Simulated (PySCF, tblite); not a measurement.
Breaking a bond: CF, doublet.

Levels: GFN2-xTB, 300 K electronic temperature (tblite); UCCSD(T) = CCSD(T) on UHF/6-31G, 2 core orbitals frozen in PySCF 2.14.0.

Energies relative to the lowest point of each curve near equilibrium, in mEh; the last columns give the difference from UCCSD(T):

```
R / Å  GFN2-xTB  UCCSD(T)  GFN2-xTB − UCCSD(T)
-----  --------  --------  -------------------
0.95      250.5     295.0                -44.5
1.02      124.0     167.4                -43.3
1.08       60.7      97.5                -36.7
1.14       24.6      52.2                -27.7
1.19        8.5      27.9                -19.4
1.22        3.3      17.7                -14.4
1.27        0.0       6.4                 -6.4
1.32        1.8       0.6                  1.1
1.33        2.6       0.0                  2.5
1.41       12.9       0.0                 12.9
1.47       23.7       4.2                 19.5
1.56       42.4      14.8                 27.6
1.73       79.6      42.0                 37.6
```

GFN2-xTB is furthest from UCCSD(T) at 0.95 (-44.5 mEh, below); its mean absolute difference over the points is 22.6 mEh.

The scan ran from 0.95 to 5.11 Å; beyond the distances shown one of the unrestricted levels run for this scan, shown here or not, changes its spin distribution in one step. The unrestricted determinant behind UCCSD(T) is spin-contaminated at 1.73 Å (<S²> up to 0.9, against 0.75 for a pure doublet).
